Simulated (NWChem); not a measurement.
MgSiH₃F; SMILES [SiH3][Mg][F]

```xyz
6

Mg    -0.0130     0.8557    -0.0002
F      0.1350     2.5942     0.0002
Si    -0.2305    -1.7007    -0.0007
H      0.4039    -2.3283    -1.1992
H     -1.6543    -2.1538     0.0051
H      0.4141    -2.3297     1.1916
```
Atoms are numbered in this order, from 1.

Computed with NWChem. Pople sets run with spherical d functions. All runs use the structure optimised with B3LYP/6-31G* (spherical d). Vertical excitations in the gas phase.

Predict the results for BHandHLYP/6-31G*, TDA. Quantities: lowest excitation, singlet (eV); orbital gap (eV).


```
Property                         Value
-------------------------------  -----
lowest excitation, singlet (eV)   5.97
orbital gap (eV)                  7.85
```
